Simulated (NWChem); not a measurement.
System: GeSiH5OCl; SMILES O[SiH2][GeH2][Cl]

Parts of the log:

```
             Northwest Computational Chemistry Package (NWChem) 7.3.0
             --------------------------------------------------------

 C1  symmetry detected

                             Geometry "geometry" -> ""
                             -------------------------

 Output coordinates in angstroms (scale by  1.889725989 to convert to a.u.)

  No.       Tag          Charge          X              Y              Z
 ---- ---------------- ---------- -------------- -------------- --------------
    1 O                    8.0000     1.32415802     2.05240235    -0.24198784
    2 Si                  14.0000    -0.21623661     1.78156124     0.16787060
    3 Ge                  32.0000    -0.71868196    -0.51492069    -0.06259443
    4 Cl                  17.0000     1.04889909    -1.70291851     0.07226883
    5 H                    1.0000     2.02450494     1.43426085    -0.04387598
    6 H                    1.0000    -0.96026889     2.59473723    -0.78152219
    7 H                    1.0000    -0.45961841     2.18255818     1.55565089
    8 H                    1.0000    -1.63780555    -1.13827894     0.98494789
    9 H                    1.0000    -1.36622540    -1.00727670    -1.35503443

 Effective nuclear repulsion energy (a.u.)     446.0444070480

                                Z-matrix (autoz)
                                --------

 Units are Angstrom for bonds and degrees for angles

      Type          Name      I     J     K     L     M      Value
      ----------- --------  ----- ----- ----- ----- ----- ----------
    1 Stretch                  1     2                       1.61683
    2 Stretch                  1     5                       0.95490
    3 Stretch                  2     3                       2.36207
    4 Stretch                  2     6                       1.45471
    5 Stretch                  2     7                       1.46491
    6 Stretch                  3     4                       2.13398
    7 Stretch                  3     8                       1.52667
    8 Stretch                  3     9                       1.52713
    9 Bend                     1     2     3               109.92473
   10 Bend                     1     2     6               103.19143
   11 Bend                     1     2     7               110.64515
   12 Bend                     2     1     5               122.52860
   13 Bend                     2     3     4               111.03197
   14 Bend                     2     3     8               117.26395
   15 Bend                     2     3     9               119.09267
   16 Bend                     3     2     6               111.77730
   17 Bend                     3     2     7               108.85803
   18 Bend                     4     3     8               103.17948
   19 Bend                     4     3     9               103.01597
   20 Bend                     6     2     7               112.35096
   21 Bend                     8     3     9               101.17388
   22 Torsion                  1     2     3     4          23.91540
   23 Torsion                  1     2     3     8         142.14176
   24 Torsion                  1     2     3     9         -95.43075
   25 Torsion                  3     2     1     5         -36.60010
   26 Torsion                  4     3     2     6         137.88213
   27 Torsion                  4     3     2     7         -97.42420
   28 Torsion                  5     1     2     6        -155.95903
   29 Torsion                  5     1     2     7          83.66305
   30 Torsion                  6     2     3     8        -103.89151
   31 Torsion                  6     2     3     9          18.53598
   32 Torsion                  7     2     3     8          20.80216
   33 Torsion                  7     2     3     9         143.22965

                           NWChem Geometry Optimization
                           ----------------------------

 maximum gradient threshold         (gmax) =   0.000450
 rms gradient threshold             (grms) =   0.000300
 maximum cartesian step threshold   (xmax) =   0.001800
 rms cartesian step threshold       (xrms) =   0.001200
 fixed trust radius                (trust) =   0.300000
 source of zmatrix                         =   autoz

          -------------------
          Energy Minimization
          -------------------

 Using diagonal initial Hessian
 Scaling for Hessian diagonals: bonds = 1.00  angles = 0.25  torsions = 0.10

          --------
          Step   0

                                 NWChem DFT Module
                                 -----------------

 Summary of "ao basis" -> "ao basis" (spherical)
 ------------------------------------------------------------------------------
       Tag                 Description            Shells   Functions and Types
 ---------------- ------------------------------  ------  ---------------------
 O                          def2-svp                 6       14   3s2p1d
 Si                         def2-svp                 8       18   4s3p1d
 Ge                         def2-svp                12       32   5s4p3d
 Cl                         def2-svp                 8       18   4s3p1d
 H                          def2-svp                 3        5   2s1p

            General Information
            -------------------
          SCF calculation type: DFT
          Wavefunction type:  closed shell.
          No. of atoms     :     9
          No. of electrons :    76
           Alpha electrons :    38
            Beta electrons :    38
          Charge           :     0
          Spin multiplicity:     1
          Use of symmetry is: off; symmetry adaption is: off
          Maximum number of iterations: 150
          AO basis - number of functions:   107
                     number of shells:    49
          Convergence on energy requested:  1.00D-06
          Convergence on density requested:  1.00D-05
          Convergence on gradient requested:  5.00D-04

[...]

      ----------------------
      Optimization converged
      ----------------------

  Step       Energy      Delta E   Gmax     Grms     Xrms     Xmax
  ---- ---------------- -------- -------- -------- -------- --------
@   20   -2903.82816886  2.0D-08  0.00003  0.00001  0.00018  0.00043
                                     ok       ok       ok       ok

                                Z-matrix (autoz)
                                --------

 Units are Angstrom for bonds and degrees for angles

[...]

 Rotational Constants
 --------------------
 A=   0.113395 cm-1  (  0.163147 K)
 B=   0.064778 cm-1  (  0.093199 K)
 C=   0.043480 cm-1  (  0.062557 K)

 Temperature                      =   298.15K
 frequency scaling parameter      =   1.0000

 Zero-Point correction to Energy  =   30.895 kcal/mol  (  0.049234 au)
 Thermal correction to Energy     =   35.344 kcal/mol  (  0.056325 au)
 Thermal correction to Enthalpy   =   35.937 kcal/mol  (  0.057269 au)

 Total Entropy                    =   85.836 cal/mol-K
   - Translational                =   41.061 cal/mol-K (mol. weight = 157.9017)
   - Rotational                   =   28.002 cal/mol-K (symmetry #  =        1)
   - Vibrational                  =   16.772 cal/mol-K

 Cv (constant volume heat capacity) =   24.000 cal/mol-K
   - Translational                  =    2.979 cal/mol-K
   - Rotational                     =    2.979 cal/mol-K
   - Vibrational                    =   18.041 cal/mol-K

[normal modes left out]

 ----------------------------------------------------------------------------
 Normal Eigenvalue ||           Projected Infra Red Intensities
  Mode   [cm**-1]  || [atomic units] [(debye/angs)**2] [(KM/mol)] [arbitrary]
 ------ ---------- || -------------- ----------------- ---------- -----------
    1       -0.000 ||    0.000062           0.001         0.060       0.010
    2       -0.000 ||    0.000196           0.005         0.191       0.033
    3        0.000 ||    0.000487           0.011         0.474       0.081
    4        0.000 ||    0.000072           0.002         0.070       0.012
    5        0.000 ||    0.000519           0.012         0.506       0.087
    6        0.000 ||    0.000148           0.003         0.145       0.025
    7       45.830 ||    0.001094           0.025         1.066       0.183
    8      111.654 ||    0.006256           0.144         6.099       1.046
    9      200.659 ||    0.006798           0.157         6.627       1.136
   10      350.036 ||    0.009233           0.213         9.001       1.544
   11      369.559 ||    0.045347           1.046        44.206       7.581
   12      394.706 ||    0.083538           1.927        81.437      13.966
   13      399.749 ||    0.035783           0.826        34.883       5.982
   14      541.262 ||    0.005892           0.136         5.744       0.985
   15      637.304 ||    0.005880           0.136         5.732       0.983
   16      719.666 ||    0.043436           1.002        42.344       7.262
   17      727.082 ||    0.135151           3.118       131.752      22.594
   18      820.789 ||    0.057930           1.336        56.473       9.685
   19      858.151 ||    0.264868           6.111       258.206      44.280
   20      899.260 ||    0.067336           1.553        65.642      11.257
   21      958.116 ||    0.195266           4.505       190.355      32.644
   22      962.137 ||    0.102589           2.367       100.009      17.151
   23     2151.658 ||    0.099037           2.285        96.546      16.557
   24     2161.910 ||    0.095279           2.198        92.883      15.929
   25     2223.944 ||    0.128090           2.955       124.869      21.414
   26     2261.551 ||    0.103571           2.389       100.967      17.315
   27     3826.608 ||    0.121191           2.796       118.143      20.260
 ----------------------------------------------------------------------------
```

Level: PBE0/def2-SVP. 

Write an input that gives this output.

This is not unique; one that fits is the input that was run:
```
start job
memory heap 200 mb stack 900 mb global 1100 mb
geometry units angstroms
  O     -2.517572     0.009592    -0.099509
  Si    -1.457145    -1.083892     0.442655
  Ge     0.744883    -0.376393    -0.036837
  Cl     0.835553     1.743363    -0.265492
  H     -2.348270     0.948821    -0.067591
  H     -1.811277    -2.285139    -0.297468
  H     -1.592796    -1.261307     1.890443
  H      1.814894    -0.659147     1.014750
  H      1.430456    -0.888412    -1.301730
end
basis spherical
  * library def2-svp
end
dft
  xc pbe0
  iterations 150
end
driver
  maxiter 120
end
task dft optimize
task dft freq
```
